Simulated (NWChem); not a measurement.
System: AlPH4; SMILES [AlH2][PH2]

Here is an NWChem input.

```
start job
memory heap 200 mb stack 900 mb global 1100 mb
geometry units angstroms noautoz
  Al     0.100489     1.297935    -0.023082
  H     -1.214183     1.987551     0.545259
  H      1.304691     2.166738    -0.590696
  P      0.164249    -1.028145    -0.246978
  H     -0.401245    -1.336328     1.022876
  H      1.519497    -1.199044     0.155117
end
basis spherical
  * library def2-svpd
end
dft
  xc pbe0
  iterations 150
end
tddft
  cis
  nroots 6
  notriplet
end
task tddft energy
```

Parts of the log:

```
             Northwest Computational Chemistry Package (NWChem) 7.3.0
             --------------------------------------------------------

 CS  symmetry detected

                             Geometry "geometry" -> ""
                             -------------------------

 Output coordinates in angstroms (scale by  1.889725989 to convert to a.u.)

  No.       Tag          Charge          X              Y              Z
 ---- ---------------- ---------- -------------- -------------- --------------
    1 Al                  13.0000    -0.01612391     1.20500089     0.00000000
    2 H                    1.0000    -0.07362139     1.98404677    -1.38448793
    3 H                    1.0000    -0.07362139     1.98404677     1.38448793
    4 P                   15.0000    -0.08892268    -1.13156567     0.00000000
    5 H                    1.0000     0.84534689    -1.32981006    -1.05606571
    6 H                    1.0000     0.84534689    -1.32981006     1.05606571

 Effective nuclear repulsion energy (a.u.)      74.3818623928

      Symmetry information
      --------------------

 Group name             Cs
 Group number              2
 Group order               2
 No. of unique centers     4

                                 NWChem DFT Module
                                 -----------------

 Summary of "ao basis" -> "ao basis" (spherical)
 ------------------------------------------------------------------------------
       Tag                 Description            Shells   Functions and Types
 ---------------- ------------------------------  ------  ---------------------
 Al                        def2-svpd                10       24   5s3p2d
 H                         def2-svpd                 4        8   2s2p
 P                         def2-svpd                10       24   5s3p2d

      Symmetry analysis of basis
      --------------------------

        a'         50
        a"         30

            General Information
            -------------------
          SCF calculation type: DFT
          Wavefunction type:  closed shell.
          No. of atoms     :     6
          No. of electrons :    32
           Alpha electrons :    16
            Beta electrons :    16
          Charge           :     0
          Spin multiplicity:     1
          Use of symmetry is: off; symmetry adaption is: on
          Maximum number of iterations: 150
          AO basis - number of functions:    80
                     number of shells:    36
          Convergence on energy requested:  1.00D-06
          Convergence on density requested:  1.00D-05
          Convergence on gradient requested:  5.00D-04

              XC Information
              --------------
                         PBE0 Method XC Functional
                     Hartree-Fock (Exact) Exchange  0.250
          PerdewBurkeErnzerhof Exchange Functional  0.750
            Perdew 1991 LDA Correlation Functional  1.000 local
           PerdewBurkeErnz. Correlation Functional  1.000 non-local

             Grid Information
             ----------------
          Grid used for XC integration:  medium
          Radial quadrature: Mura-Knowles
          Angular quadrature: Lebedev.
          Tag              B.-S. Rad. Rad. Pts. Rad. Cut. Ang. Pts.
          ---              ---------- --------- --------- ---------
          Al                  1.25       88          10.0       590
          H                   0.35       45          11.0       434
          P                   1.00       88          11.0       590
          Grid pruning is: on
          Number of quadrature shells:   356
          Spatial weights used:  Erf1

      Superposition of Atomic Density Guess
      -------------------------------------

 Sum of atomic energies:        -584.32686618

      Non-variational initial energy
      ------------------------------

 Total energy =    -584.674058
 1-e energy   =    -957.813490
 2-e energy   =     298.757569
 HOMO         =      -0.273715
 LUMO         =      -0.010456

      Symmetry analysis of molecular orbitals - initial
      -------------------------------------------------

  Numbering of irreducible representations:

     1 a'          2 a"

  Orbital symmetries:

     1 a'          2 a'          3 a'          4 a"          5 a'
     6 a'          7 a'          8 a"          9 a'         10 a'
    11 a'         12 a'         13 a"         14 a'         15 a"
    16 a'         17 a'         18 a'         19 a'         20 a"
    21 a'         22 a"         23 a'         24 a"         25 a'
    26 a'

 !! scf_movecs_sym_adapt:   12 vectors were symmetry contaminated

  Symmetry fudging

   convergence    iter        energy       DeltaE   RMS-Dens  Diis-err
 ---------------- ----- ----------------- --------- --------- ---------
 d= 0,ls=0.0,diis     1   -585.7231373900 -6.60D+02  6.67D-03  1.20D-01

 !! scf_movecs_sym_adapt:   15 vectors were symmetry contaminated

  Symmetry fudging
 d= 0,ls=0.0,diis     2   -585.7372695034 -1.41D-02  3.20D-03  1.81D-02

 !! scf_movecs_sym_adapt:    8 vectors were symmetry contaminated

  Symmetry fudging
 d= 0,ls=0.0,diis     3   -585.7401402690 -2.87D-03  1.31D-03  5.31D-03

 !! scf_movecs_sym_adapt:    4 vectors were symmetry contaminated

  Symmetry fudging
 d= 0,ls=0.0,diis     4   -585.7413011083 -1.16D-03  2.10D-04  1.14D-04
 d= 0,ls=0.0,diis     5   -585.7413228098 -2.17D-05  4.36D-05  4.04D-06
 d= 0,ls=0.0,diis     6   -585.7413235683 -7.58D-07  7.15D-06  1.20D-07

         Total DFT energy =     -585.741323568275
      One electron energy =     -959.284053137444
           Coulomb energy =      342.232577924098
    Exchange-Corr. energy =      -43.071710747755
 Nuclear repulsion energy =       74.381862392827

 Numeric. integr. density =       32.000010527231

                  Occupations of the irreducible representations
                  ----------------------------------------------

                     irrep           alpha         beta
                     --------     --------     --------
                     a'               12.0         12.0
                     a"                4.0          4.0

                       DFT Final Molecular Orbital Analysis
                       ------------------------------------

 Vector   14  Occ=2.000000D+00  E=-3.290214D-01  Symmetry=a'
              MO Center= -8.0D-02, -3.5D-01,  3.8D-09, r^2= 3.2D+00
   Bfn.  Coefficient  Atom+Function         Bfn.  Coefficient  Atom+Function
  ----- ------------  ---------------      ----- ------------  ---------------
    52      0.362359  4 P  px                49      0.258658  4 P  px
    43     -0.243214  4 P  s                 53     -0.210943  4 P  py
    65      0.187682  5 H  s                 73      0.187682  6 H  s
    10      0.165365  1 Al py                50     -0.164312  4 P  py
    42     -0.153250  4 P  s                 46     -0.151653  4 P  px

 Vector   15  Occ=2.000000D+00  E=-3.170226D-01  Symmetry=a"
              MO Center= -4.5D-02,  1.7D+00, -5.8D-09, r^2= 2.9D+00
   Bfn.  Coefficient  Atom+Function         Bfn.  Coefficient  Atom+Function
  ----- ------------  ---------------      ----- ------------  ---------------
    25      0.318066  2 H  s                 33     -0.318066  3 H  s
    11     -0.255455  1 Al pz                26      0.219198  2 H  s
    34     -0.219198  3 H  s                 14     -0.164461  1 Al pz
     8      0.158713  1 Al pz                65     -0.065186  5 H  s
    73      0.065186  6 H  s                 16     -0.061744  1 Al d -1

[...]

                                NWChem TDDFT Module
                                -------------------

            General Information
            -------------------
           No. of orbitals :     160
            Alpha orbitals :      80
             Beta orbitals :      80
        Alpha frozen cores :       0
         Beta frozen cores :       0
     Alpha frozen virtuals :       0
      Beta frozen virtuals :       0
         Spin multiplicity :       1
    Number of AO functions :      80
        Use of symmetry is : off
      Symmetry adaption is : on
         Schwarz screening :  0.10D-07

              XC Information
              --------------
                  PBE0 Method XC Functional
              Hartree-Fock (Exact) Exchange   0.25
   PerdewBurkeErnzerhof Exchange Functional   0.75
     Perdew 1991 LDA Correlation Functional   1.00 local
    PerdewBurkeErnz. Correlation Functional   1.00 non-local

             TDDFT Information
             -----------------
          Calculation type : Tamm-Dancoff TDDFT
         Wavefunction type : Restricted singlets
          No. of electrons :      32
           Alpha electrons :      16
            Beta electrons :      16
              No. of roots :       6
          Max subspacesize :    5200
            Max iterations :     100
               Target root :       1
           Target symmetry : none
      Symmetry restriction : off
                 Algorithm : Optimal
        Davidson threshold :  0.10D-03

    6 smallest eigenvalue differences (eV)
--------------------------------------------------------
  No. Spin  Occ  Vir  Irrep   E(Occ)    E(Vir)   E(Diff)
--------------------------------------------------------
    1    1   16   17 a'       -0.265    -0.062     5.524
    2    1   15   17 a"       -0.317    -0.062     6.943
    3    1   14   17 a'       -0.329    -0.062     7.270
    4    1   16   18 a'       -0.265     0.004     7.324
    5    1   16   19 a"       -0.265     0.011     7.514
    6    1   16   20 a'       -0.265     0.017     7.680
--------------------------------------------------------

  Entering Davidson iterations
  Restricted singlet excited states

  Iter   NTrls   NConv    DeltaV     DeltaE      Time
  ----  ------  ------  ---------  ---------  ---------
    1      6       0     0.88E-01   0.10+100        8.5
    2     12       0     0.16E-01   0.19E-01        8.6
    3     18       0     0.75E-02   0.13E-02        8.5
    4     24       0     0.25E-02   0.21E-03        8.2
    5     30       4     0.93E-03   0.25E-04        8.2
    6     32       5     0.14E-03   0.11E-05        5.5
    7     33       6     0.76E-04   0.28E-07        5.0
  ----  ------  ------  ---------  ---------  ---------
  Convergence criterion met

  Ground state a'       -585.741323568275 a.u.

  ----------------------------------------------------------------------------
  Root   1 singlet a'             0.164461654 a.u.                4.4752 eV
  ----------------------------------------------------------------------------
     Transition Moments    X  0.07193   Y  0.55885   Z  0.00000
     Dipole Oscillator Strength                    0.0348093792
     Electric Quadrupole                           0.0000000847
     Magnetic Dipole                               0.0000013227
     Total Oscillator Strength                     0.0348107866

     Occ.   14  a'  ---  Virt.   17  a'       0.17337
     Occ.   16  a'  ---  Virt.   17  a'      -0.96824
     Occ.   16  a'  ---  Virt.   18  a'       0.06965
     Occ.   16  a'  ---  Virt.   20  a'      -0.10355
  ----------------------------------------------------------------------------
  Root   2 singlet a"             0.199850770 a.u.                5.4382 eV
  ----------------------------------------------------------------------------
     Transition Moments    X -0.00000   Y -0.00000   Z -0.04297
     Dipole Oscillator Strength                    0.0002460286
     Electric Quadrupole                           0.0000001972
     Magnetic Dipole                               0.0000026385
     Total Oscillator Strength                     0.0002488642

     Occ.   15  a"  ---  Virt.   17  a'       0.99816
  ----------------------------------------------------------------------------
  Root   3 singlet a'             0.219277683 a.u.                5.9669 eV
  ----------------------------------------------------------------------------
     Transition Moments    X -0.06887   Y -0.03420   Z -0.00000
     Dipole Oscillator Strength                    0.0008643533
     Electric Quadrupole                           0.0000001301
     Magnetic Dipole                               0.0000013498
     Total Oscillator Strength                     0.0008658332

     Occ.   14  a'  ---  Virt.   17  a'      -0.88361
     Occ.   16  a'  ---  Virt.   17  a'      -0.10199
     Occ.   16  a'  ---  Virt.   18  a'       0.38172
     Occ.   16  a'  ---  Virt.   20  a'      -0.23160
  ----------------------------------------------------------------------------
  Root   4 singlet a"             0.220326940 a.u.                5.9954 eV
  ----------------------------------------------------------------------------
     Transition Moments    X -0.00000   Y -0.00000   Z -0.12964
     Dipole Oscillator Strength                    0.0024685152
     Electric Quadrupole                           0.0000001765
     Magnetic Dipole                               0.0000002487
     Total Oscillator Strength                     0.0024689404

     Occ.   15  a"  ---  Virt.   21  a'       0.05830
     Occ.   16  a'  ---  Virt.   19  a"      -0.99235
  ----------------------------------------------------------------------------
  Root   5 singlet a'             0.228631350 a.u.                6.2214 eV
  ----------------------------------------------------------------------------
     Transition Moments    X  0.62167   Y  0.72894   Z  0.00000
     Dipole Oscillator Strength                    0.1398972433
     Electric Quadrupole                           0.0000000597
     Magnetic Dipole                               0.0000000636
     Total Oscillator Strength                     0.1398973666

     Occ.   14  a'  ---  Virt.   17  a'      -0.32493
     Occ.   14  a'  ---  Virt.   20  a'       0.05779
     Occ.   15  a"  ---  Virt.   19  a"       0.05106
     Occ.   16  a'  ---  Virt.   17  a'      -0.08705
     Occ.   16  a'  ---  Virt.   18  a'      -0.90131
     Occ.   16  a'  ---  Virt.   20  a'      -0.20456
     Occ.   16  a'  ---  Virt.   21  a'       0.05844
     Occ.   16  a'  ---  Virt.   23  a'       0.11014
  ----------------------------------------------------------------------------
  Root   6 singlet a'             0.248365366 a.u.                6.7584 eV
  ----------------------------------------------------------------------------
     Transition Moments    X -0.17676   Y -0.94823   Z  0.00000
     Dipole Oscillator Strength                    0.1540512045
     Electric Quadrupole                           0.0000001666
     Magnetic Dipole                               0.0000001855
     Total Oscillator Strength                     0.1540515565

     Occ.   13  a"  ---  Virt.   22  a"      -0.05546
     Occ.   14  a'  ---  Virt.   17  a'       0.22355
     Occ.   14  a'  ---  Virt.   18  a'       0.05798
     Occ.   14  a'  ---  Virt.   20  a'      -0.10444
     Occ.   14  a'  ---  Virt.   23  a'       0.05173
     Occ.   14  a'  ---  Virt.   26  a'      -0.05916
     Occ.   15  a"  ---  Virt.   19  a"      -0.08990
     Occ.   16  a'  ---  Virt.   17  a'       0.11245
     Occ.   16  a'  ---  Virt.   18  a'       0.09577
     Occ.   16  a'  ---  Virt.   20  a'      -0.83642
     Occ.   16  a'  ---  Virt.   21  a'       0.41186
     Occ.   16  a'  ---  Virt.   23  a'      -0.06479
     Occ.   16  a'  ---  Virt.   24  a'      -0.05969
     Occ.   16  a'  ---  Virt.   27  a'      -0.08235

              Target root =      1
          Target symmetry = none
      Ground state energy =   -585.741323568275
        Excitation energy =      0.164461653700
     Excited state energy =   -585.576861914575

  stored tddft:energy   -585.57686191457549
```

Level: PBE0/def2-SVPD, TDA. The geometry was optimised at B3LYP/6-31G* (spherical d).
